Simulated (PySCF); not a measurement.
**Si⁺: excitation energy**

Si⁺ [Ne] 3s2 3p1 (2P) → Si⁺ [Ne] 3s1 3p2, s spin flipped, as a difference of total energies. All numbers are calculated (PySCF 2.14, scalar relativity by spin-free X2C-1e, in aug-cc-pCVTZ-DK (8s7p5d3f, 75 functions)). Correlated levels: nothing frozen. The calculations carry no spin-orbit coupling.

| method | excitation energy (eV) |
| --- | --- |
| UHF | 8.747 |
| MP2 (all electrons) | 8.096 |
| SCS-MP2 (all electrons) | 8.048 |

Problem. How much does correlation contribute at MP2 (all electrons)?

Solution. 8.096 − (8.747) = -0.651 eV, measured against UHF.

The upper determinant mixes two multiplicities, so it lies between the two terms.

The coupled-cluster amplitudes are large for the upper state (T1 above 0.03 or a double amplitude above 0.15), so a single reference is strained.
